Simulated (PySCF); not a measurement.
SMILES c1c(-c2sccc2C#N)ccnc1 (GFN2-xTB optimised geometry):

```
19

N     -0.106    -3.365     0.000
C      0.382    -2.327     0.000
C      1.079    -1.106     0.000
C      2.501    -1.106     0.000
C      3.019     0.145     0.000
S      1.803     1.356     0.000
C      0.535     0.167     0.000
C     -0.851     0.588     0.000
C     -1.912    -0.321     0.000
C     -3.208     0.169     0.000
N     -3.508     1.456     0.000
C     -2.508     2.321     0.000
C     -1.177     1.949     0.000
H      3.085    -2.009     0.000
H      4.051     0.435     0.000
H     -1.737    -1.383     0.000
H     -4.051    -0.509     0.000
H     -2.792     3.365     0.000
H     -0.400     2.699     0.000
```

Computed with PBE/def2-SVP in PySCF.

Q: What are the frontier orbital energies and the dipole moment?

A: HOMO-2 -6.84 eV, HOMO-1 -6.22 eV, HOMO -5.81 eV, LUMO -3.07 eV, LUMO+1 -1.61 eV; dipole moment 4.54 D.

Meta-Löwdin charges at PBE/def2-SVP: N1 -0.20, C2 0.09, C3 -0.05, C4 -0.11, C5 -0.22, S6 0.29, C7 -0.09, C8 0.02, C9 -0.13, C10 0.01, N11 -0.23, C12 0.01, C13 -0.13, H14 0.13, H15 0.14, H16 0.13, H17 0.11, H18 0.11, H19 0.11.
